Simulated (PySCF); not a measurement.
Computed with PySCF and rigid-rotor harmonic-oscillator thermochemistry at 1 bar. 'Table' is the NASA 1993 thermochemical table (part measured, part estimated). All species are closed-shell singlets. Br: all electrons, no relativistic terms. The harmonic model lacks anharmonicity and excited electronic states, which grow with temperature; levels with a mode under 35 cm⁻¹ are left out. The table's entry may be an old estimate for SiBr2 (not checked at source).

Harmonic frequencies at PBE0/def2-TZVP (cm⁻¹): 123, 407, 407. Point group C2v; S°(298 K) = 305.5 J/mol/K at this level.

Work out Cp and S° of gaseous SiBr2 at 500, 800, 1200, 1600, 2000 K from these, and set them beside the table.


```csv
T (K),Cp PBE0/def2-TZVP,Cp table,S° PBE0/def2-TZVP,S° table
500,56.3,56.4,334.0,333.8
800,57.4,57.5,360.7,360.6
1200,57.9,57.9,384.1,384.0
1600,58.0,58.0,400.8,400.6
2000,58.1,58.1,413.8,413.6
```
Units J/mol/K.
